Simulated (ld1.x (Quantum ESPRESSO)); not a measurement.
How hard is this Sn (Z = 50) RRKJ potential?

```
Element                 : Sn (Z = 50)
Generator               : ld1.x (Quantum ESPRESSO) 7.5
Type                    : norm-conserving RRKJ (Kleinman–Bylander form)
Functional              : PBE
Relativity              : fully relativistic
Frozen core             : [Kr] 4d10
Valence charge          : 4
Reference configuration : 5s1.75 5p2.25
Partial waves           : 5s (bound): rc 1.75 bohr; 5p (bound): rc 2.30 bohr
Local potential         : the p channel
Core correction         : none
```

Open shells are filled in proportion to 2j + 1 (rel_dist='average').

The pseudo-atom Hamiltonian at the reference potential is diagonalised in spherical Bessel functions j_l(qr) that vanish at 20 bohr, with q² up to the cutoff. All-electron valence levels (Ry): 5s -0.7913, 5p1/2 -0.3064, 5p3/2 -0.2730.

Problem. How do the lowest levels (Ry) of each channel move with the cutoff, and are there ghosts?

Solution.

```csv
cutoff (Ry),s #1,p1/2 #1,p1/2 #2,p3/2 #1,d #1,d #2,f #1,f #2,Σ f·Δε (mRy)
8,-0.7760,-0.2776,0.0220,-0.2776,0.0416,0.1147,0.1046,0.2233,40.0
12,-0.7872,-0.2826,0.0216,-0.2826,0.0415,0.1145,0.1046,0.2233,9.2
18,-0.7884,-0.2832,0.0215,-0.2832,0.0415,0.1144,0.1046,0.2233,5.8
21,-0.7896,-0.2833,0.0215,-0.2833,0.0415,0.1144,0.1046,0.2233,3.6
30,-0.7911,-0.2835,0.0215,-0.2835,0.0415,0.1144,0.1046,0.2233,0.4
40,-0.7912,-0.2835,0.0215,-0.2835,0.0415,0.1144,0.1046,0.2233,0.2
400,-0.7913,-0.2835,0.0215,-0.2835,0.0415,0.1144,0.1046,0.2233,0.0
```

Result: no extra level below or beside the all-electron valence levels (s, p1/2, p3/2, d, f tested); 10 mRy is reached at 12 Ry and 1 mRy at 30 Ry.

The potential misses its own reference levels by up to 0.3 eV.
